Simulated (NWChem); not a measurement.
The numbers come from NWChem runs, not from measurements. System: HO4S, charge 0, spin multiplicity 2, at a geometry optimised with UB3LYP/def2-SVP. The structure started from a generated list of species. Its SCF solution wasn't tested for a lower state. Level: UHF/def2-SVPD.

Input file:

```
start mol
memory heap 200 mb stack 900 mb global 1100 mb
geometry units angstroms nocenter noautoz
  O      0.887316    -0.358406     1.148731
  S     -0.050978    -0.108639     0.000000
  O      0.887316    -0.358406    -1.148731
  O     -1.326174    -0.779861     0.000000
  O     -0.399646     1.465875     0.000000
  H      0.425147     1.984612     0.000000
  symmetry group Cs
end
basis spherical
  * library def2-svpd
end
scf
  uhf
  nopen 1
  maxiter 100
  thresh 1e-7
  semidirect memsize 60000000 filesize 0
  # guess.movecs holds the orbitals of an unrestricted PBE0 run
  vectors input guess.movecs output mol.movecs
end
task scf energy
```

NWChem printed:

```
             Northwest Computational Chemistry Package (NWChem) 7.3.0
             --------------------------------------------------------

                                NWChem Input Module
                                -------------------

 Scaling coordinates for geometry "geometry" by  1.889725989
 (inverse scale =  0.529177249)

 Turning off AUTOSYM since
 SYMMETRY directive was detected!

                             Geometry "geometry" -> ""
                             -------------------------

 Output coordinates in angstroms (scale by  1.889725989 to convert to a.u.)

  No.       Tag          Charge          X              Y              Z
 ---- ---------------- ---------- -------------- -------------- --------------
    1 O                    8.0000     0.88731600    -0.35840600     1.14873100
    2 S                   16.0000    -0.05097800    -0.10863900     0.00000000
    3 O                    8.0000     0.88731600    -0.35840600    -1.14873100
    4 O                    8.0000    -1.32617400    -0.77986100     0.00000000
    5 O                    8.0000    -0.39964600     1.46587500     0.00000000
    6 H                    1.0000     0.42514700     1.98461200     0.00000000

 Effective nuclear repulsion energy (a.u.)     274.2897330713

            Nuclear Dipole moment (a.u.)
            ----------------------------
        X                 Y               Z
 ---------------- ---------------- ----------------
    -0.0000094486     0.0000075589     0.0000000000

      Symmetry information
      --------------------

 Group name             Cs
 Group number              2
 Group order               2
 No. of unique centers     5

      Symmetry unique atoms

     1    2    4    5    6


 Summary of "ao basis" -> "" (spherical)
 ------------------------------------------------------------------------------
       Tag                 Description            Shells   Functions and Types
 ---------------- ------------------------------  ------  ---------------------
 *                         def2-svpd                  on all atoms

 Summary of "ao basis" -> "ao basis" (spherical)
[...]
 ------------------
         338.276180879013           7.079160841752           0.000000000000
           7.079160841752         351.209486770140           0.000000000000
           0.000000000000           0.000000000000         387.993422372097

  Mulliken analysis of the total density
  --------------------------------------

    Atom       Charge   Shell Charges
 -----------   ------   -------------------------------------------------------
    1 O    8     8.65   1.99  1.13  0.79  0.03  2.71  1.79  0.18  0.02  0.01
    2 S   16    13.42   2.00  1.99  1.15 -0.45 -0.07  5.94  1.53  0.75 -0.10  0.86 -0.18
    3 O    8     8.65   1.99  1.13  0.79  0.03  2.71  1.79  0.18  0.02  0.01
    4 O    8     8.90   1.99  1.10  0.80  0.08  2.78  1.90  0.22  0.02  0.01
    5 O    8     8.72   1.99  1.08  0.73  0.06  2.82  1.86  0.16  0.02 -0.00
    6 H    1     0.67   0.66 -0.04  0.06 -0.01

  Mulliken analysis of the alpha density
  --------------------------------------

    Atom       Charge   Shell Charges
 -----------   ------   -------------------------------------------------------
    1 O    8     4.64   1.00  0.58  0.39  0.01  1.59  0.98  0.09  0.01 -0.00
    2 S   16     6.56   1.00  1.00  0.57 -0.23 -0.03  2.97  0.74  0.32 -0.05  0.40 -0.11
    3 O    8     4.64   1.00  0.58  0.39  0.01  1.59  0.98  0.09  0.01 -0.00
    4 O    8     4.46   1.00  0.55  0.40  0.04  1.39  0.95  0.11  0.01  0.01
    5 O    8     4.36   1.00  0.54  0.36  0.03  1.41  0.93  0.08  0.01 -0.00
    6 H    1     0.33   0.33 -0.02  0.03 -0.00

   Mulliken analysis of the beta density
   -------------------------------------

    Atom       Charge   Shell Charges
 -----------   ------   -------------------------------------------------------
    1 O    8     4.00   1.00  0.55  0.40  0.02  1.12  0.81  0.09  0.01  0.01
    2 S   16     6.86   1.00  1.00  0.58 -0.21 -0.03  2.97  0.79  0.43 -0.05  0.46 -0.07
    3 O    8     4.00   1.00  0.55  0.40  0.02  1.12  0.81  0.09  0.01  0.01
    4 O    8     4.44   1.00  0.55  0.40  0.04  1.38  0.95  0.11  0.01  0.01
    5 O    8     4.36   1.00  0.54  0.36  0.03  1.41  0.93  0.08  0.01 -0.00
    6 H    1     0.33   0.33 -0.02  0.03 -0.00

   Mulliken analysis of the spin density
   -------------------------------------

    Atom       Charge   Shell Charges
 -----------   ------   -------------------------------------------------------
    1 O    8     0.64  -0.00  0.03 -0.01 -0.01  0.47  0.18 -0.01 -0.00 -0.01
    2 S   16    -0.30  -0.00 -0.00 -0.01 -0.02 -0.00 -0.00 -0.05 -0.12  0.00 -0.05 -0.05
    3 O    8     0.64  -0.00  0.03 -0.01 -0.01  0.47  0.18 -0.01 -0.00 -0.01
    4 O    8     0.02  -0.00  0.00  0.00 -0.00  0.01  0.00  0.00 -0.00  0.00
    5 O    8     0.00  -0.00 -0.00  0.00  0.00 -0.01  0.00  0.00 -0.00  0.00
    6 H    1     0.00   0.00  0.00 -0.00  0.00

       Multipole analysis of the density wrt the origin
       ------------------------------------------------

     L   x y z        total         alpha         beta         nuclear
     -   - - -        -----         -----         ----         -------
     0   0 0 0     -0.000000    -25.000000    -24.000000     49.000000

     1   1 0 0      0.607366     -0.560460      1.167836     -0.000009
     1   0 1 0      1.101354      0.925265      0.176082      0.000008
     1   0 0 1     -0.000000     -0.000000      0.000000      0.000000

     2   2 0 0    -29.127975    -66.377821    -63.337180    100.587026
     2   1 1 0      1.387547      2.292244      1.126326     -2.031024
     2   1 0 1     -0.000000     -0.000000     -0.000000      0.000000
     2   0 2 0    -23.340527    -62.275956    -61.906367    100.841796
     2   0 1 1     -0.000000      0.000000     -0.000000      0.000000
     2   0 0 2    -26.666960    -54.210586    -47.853421     75.397047

 Task  times  cpu:        9.7s     wall:        9.7s

 Total times  cpu:        9.7s     wall:        9.7s
```
